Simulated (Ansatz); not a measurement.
Gas-phase electronic energies from Ansatz, PBE0-D4/def2-TZVP geometries. CBS: MP2 limit from def2 TZ/QZ plus the TZ coupled-cluster correction, frozen cores. Double bonds are as drawn, so ΔE can hold a change between cis and trans. Functionals use def2-TZVPP. B3LYP here is the variant with VWN-RPA as its local correlation; programs differ in this. For Br outer-core shells are correlated without core-valence functions, which leaves a few kJ/mol of doubt a bond. Scalar relativity is left out up to krypton.

`[SiH3][Al]1[O][SiH2]1` + `Br/C=C\Br` → `[Br][Al]1[O][SiH2]1` + `[SiH3]/C=C/Br`  (formal exchange of groups at the Al–Si bond)

CCSD(T)/CBS gives -50.4 kcal/mol.

(1) Another level gave -47.0 kcal/mol. Which?
A. PBE-D4/def2-TZVPP
B. B3LYP/def2-TZVPP
C. CCSD/def2-TZVPP
D. PBE0-D4/def2-TZVPP

Largest T1 diagnostic among the species: 0.016.

Answers

(1) D. PBE0-D4 -47.0, CCSD/def2-TZVPP -50.5, B3LYP -49.3, PBE-D4 -44.0 kcal/mol.

In def2-TZVPP, CCSD(T) changes the Hartree–Fock value by +7.1 kcal/mol (the triples alone add +0.9 kcal/mol) and MP2 by +4.9 kcal/mol. From PBE to PBE0 (25 % exact exchange), in def2-TZVPP and without D4, ΔE moves by −3.0 kcal/mol.
